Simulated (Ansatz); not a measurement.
Reaction (formal exchange of groups at the Si–C bond): `N[SiH2]C#C[SiH](N)O` + `[NH2][GeH3]` → `[NH2][GeH2][SiH](N)O` + `C#C[SiH2]N`

Isolated molecules relaxed with PBE0-D4/def2-TZVP in Ansatz; ΔE leaves out vibrations. CCSD(T)/CBS adds triple-zeta CCSD(T) − MP2 to the extrapolated MP2 energy (def2 sets, frozen cores). Functionals use def2-TZVPP. For Ge outer-core shells are correlated without core-valence functions, which leaves a few kJ/mol of doubt a bond. Scalar relativity is left out up to krypton. Each species was taken in one conformer, which may not be the lowest.

```tsv
level	ΔE (kJ/mol)
r2SCAN	41.2
HF/def2-TZVPP	55.0
HF/CBS(def2)	56.4
CCSD/CBS(def2)	39.6
```

Problem. What does CCSD(T)/CBS give? (Best estimate.)

Solution. The calculation gave: +39.2 kJ/mol. The listed levels differ from it by 2.0, 15.8, 17.2, 0.4 kJ/mol.

Largest T1 diagnostic among the species: 0.012.

In def2-TZVPP, CCSD(T) changes the Hartree–Fock value by −13.6 kJ/mol (the triples alone add −0.4 kJ/mol) and MP2 by −9.1 kJ/mol. From PBE to PBE0 (25 % exact exchange), in def2-TZVPP and without D4, ΔE moves by +3.9 kJ/mol. The D4 term adds −3.3 kJ/mol with B3LYP and −1.8 kJ/mol with PBE0; it sums over pairs of atoms, weighted by their polarisabilities, and B3LYP, whose exchange is more repulsive, gets the larger term.

B3LYP here is the variant with VWN-RPA as its local correlation; programs differ in this.
